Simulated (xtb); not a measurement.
xtb input:

```bash
xtb mol.xyz --gfn 2 --sp --chrg -1 --uhf 0
```
mol.xyz:
```
11

Si    -1.99269095     0.35017042     0.03442806
C     -0.20465711     0.02607867    -0.00006342
C      0.31551791    -1.20527606    -0.42411798
O      1.72035983    -1.04100032    -0.29868703
C      2.01498699     0.20726938     0.16958360
C      0.87835534     0.91064479     0.37260182
H     -2.53773367     0.71475021     1.38774401
H     -2.43515965     1.51437801    -0.80836266
H     -2.79530956    -0.81360191    -0.42680297
H      3.05827759     0.45164784     0.30729381
H      0.81950105     1.92614177     0.73960708
```

Predict the final energy.

-17.01505 Eh (GFN2-xTB).

It need not be the lowest isomer of its formula. Whether it binds its extra electron was not tested at this geometry.
